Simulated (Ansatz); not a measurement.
A search over several starts for the lowest SCF solution of NbSeCl₃ at the given spin, in a small basis.

```yaml
crystal:
  periodic: [false, false, false]
  atoms:
    - {symbol: Nb, position_ang: [-0.000172, 0.000196, -0.026435]}
    - {symbol: Se, position_ang: [0.012004, -0.016568, 2.225373]}
    - {symbol: Cl, position_ang: [2.152773, 0.010997, -0.744545]}
    - {symbol: Cl, position_ang: [-1.087026, 1.870500, -0.713260]}
    - {symbol: Cl, position_ang: [-1.077579, -1.865124, -0.741133]}
basis:
  gaussian: {orbitals: def2-SVP, initial_orbitals: start.molden}
hamiltonian: {xc: pbe0, dispersion: d4}
output: {orbitals: {seedname: orbitals}}
```

The file start.molden holds the orbitals of an earlier run on this structure, at another level or in another basis.

```sh
$ ansatz run in.yaml --threads 4 --pin off --events-out ev --progress --plain --max-ram 3916MiB
```

Shortened log:

```
Functional definition: PBE0
  name "PBE0"
  cite "Adamo & Barone, J. Chem. Phys. 110, 6158 (1999) doi:10.1063/1.478522"
  cite "Perdew, Burke & Ernzerhof, Phys. Rev. Lett. 77, 3865 (1996) doi:10.1103/PhysRevLett.77.3865"
  parent pbe
  parameter a = 0.25
  parameter kappa = 0.804
  parameter beta = 0.06672455060314922
  exchange = (1 - a)*pbe_x(kappa = kappa, mu = beta*pi^2/3) + a*exact_x
  correlation = pbe_c(beta = beta)
1108 factors; integrals over basis functions are off by at most 6.6e-4 eV
mean field evaluation 1: about -104434.8001 eV, gradient 5.1e-1 eV
mean field evaluation 2: about -104434.8941 eV, gradient 3.8e-4 eV
mean field evaluation 4: about -104434.8941 eV, gradient 1.3e-5 eV
mean field evaluation 8: about -104434.7696 eV, gradient 3.3e0 eV
mean field evaluation 16: about -104434.8941 eV, gradient 8.1e-3 eV
mean field -104434.89406610 eV, -3837.9115684155 hartree, gradient 1.3e-5 eV, S^2 0.000000; 1 other end points of the search recorded, 0 dependent functions left out
reference -104434.89411663 eV, -3837.9115702724 hartree; 49, 49 occupied and 68, 68 virtual orbitals, 1108 factors
Total energy: -104435.12491697 eV, -3837.9200520285 hartree
```

Hardware: 4 threads of Arm Neoverse V2 on a shared host. Wall time 2.5 s.

In the def2 sets Nb takes a core potential; there is no spin–orbit coupling. The restricted singlet is unstable towards broken spin symmetry in Hartree–Fock (as tested in another run); at PBE0-D4/def2-SVP this wasn't settled.
